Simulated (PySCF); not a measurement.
Species: benzonitrile, C7H5N.
Bonds: N1–C2 (triple), C2–C3, C3–C4 (aromatic), C4–C5 (aromatic), C5–C6 (aromatic), C6–C7 (aromatic), C7–C8 (aromatic), C3–C8 (aromatic). Hydrogens: H9 on C4; H10 on C5; H11 on C6; H12 on C7; H13 on C8.

Method: PySCF 2.14.0, PBE/def2-SVP geometry optimisation, gas phase; density fitting, grid level 1; the optimiser is geomeTRIC in internal coordinates, started from a GFN2-xTB structure.

Geometry at step 0:
```
atom  x, y, z in Å
N1      3.5601    0.6270    0.0347
C2      2.4310    0.4290    0.0240
C3      1.0380    0.1836    0.0098
C4      0.1431    1.2500    0.1008
C5     -1.2161    1.0024    0.0857
C6     -1.6866   -0.2974   -0.0210
C7     -0.7974   -1.3573   -0.1106
C8      0.5644   -1.1245   -0.0940
H9      0.5206    2.2586    0.1818
H10    -1.9114    1.8255    0.1583
H11    -2.7497   -0.4850   -0.0342
H12    -1.1670   -2.3687   -0.1926
H13     1.2664   -1.9426   -0.1606
```

**Question.** What forces act on the atoms?

**Answer.** 
```json
{"atom": "N1", "Fx (eV/Å)": "3.402", "Fy (eV/Å)": "0.596", "Fz (eV/Å)": "0.034"}
{"atom": "C2", "Fx (eV/Å)": "-2.432", "Fy (eV/Å)": "-0.427", "Fz (eV/Å)": "-0.023"}
{"atom": "C3", "Fx (eV/Å)": "0.194", "Fy (eV/Å)": "0.034", "Fz (eV/Å)": "0.008"}
{"atom": "C4", "Fx (eV/Å)": "0.007", "Fy (eV/Å)": "0.205", "Fz (eV/Å)": "0.012"}
{"atom": "C5", "Fx (eV/Å)": "-0.159", "Fy (eV/Å)": "0.155", "Fz (eV/Å)": "0.012"}
{"atom": "C6", "Fx (eV/Å)": "-0.226", "Fy (eV/Å)": "-0.040", "Fz (eV/Å)": "-0.003"}
{"atom": "C7", "Fx (eV/Å)": "-0.091", "Fy (eV/Å)": "-0.196", "Fz (eV/Å)": "-0.010"}
{"atom": "C8", "Fx (eV/Å)": "0.078", "Fy (eV/Å)": "-0.190", "Fz (eV/Å)": "-0.018"}
{"atom": "H9", "Fx (eV/Å)": "0.250", "Fy (eV/Å)": "0.653", "Fz (eV/Å)": "0.054"}
{"atom": "H10", "Fx (eV/Å)": "-0.478", "Fy (eV/Å)": "0.567", "Fz (eV/Å)": "0.044"}
{"atom": "H11", "Fx (eV/Å)": "-0.750", "Fy (eV/Å)": "-0.133", "Fz (eV/Å)": "-0.007"}
{"atom": "H12", "Fx (eV/Å)": "-0.254", "Fy (eV/Å)": "-0.696", "Fz (eV/Å)": "-0.056"}
{"atom": "H13", "Fx (eV/Å)": "0.459", "Fy (eV/Å)": "-0.528", "Fz (eV/Å)": "-0.048"}
```

The largest, 3.45 eV/Å, acts on N1; the rms over all components is 0.733 eV/Å. The forces sum to zero within rounding, as they must for an isolated molecule in no field.

**Question.** Give the force on N1 in Eh/bohr and in nN.

**Answer.** 3.454 eV/Å ÷ 51.422 = 0.06716 Eh/bohr, and 3.454 eV/Å × 1.602 = 5.53 nN.

**Question.** How far is this geometry from the end of the optimisation?

**Answer.** 0.149 eV above it, and 0.036 Å rms away after alignment. The bonds farthest from their final lengths, with half the difference of the two atoms' forces along the bond (positive lengthens):

```
  bond  now (Å)  final (Å)  force along bond (eV/Å)
 N1≡C2    1.146      1.174                    +2.96
 C2–C3    1.414      1.436                    -1.33
C6–H11    1.080      1.101                    +0.27
C7–H12    1.080      1.100                    +0.26
C5–H10    1.080      1.100                    +0.26
 C3–C4    1.395      1.415                    +0.13
```

Of the 6 listed bonds off by 0.010 Å or more, this force points towards the final length in 5.

What follows is the cost of the whole optimisation. Time: 35 s wall; peak memory 0.54 GiB. Hardware: Arm Neoverse V2, one thread, shared host with 96 logical CPUs at a one-minute load of 37.
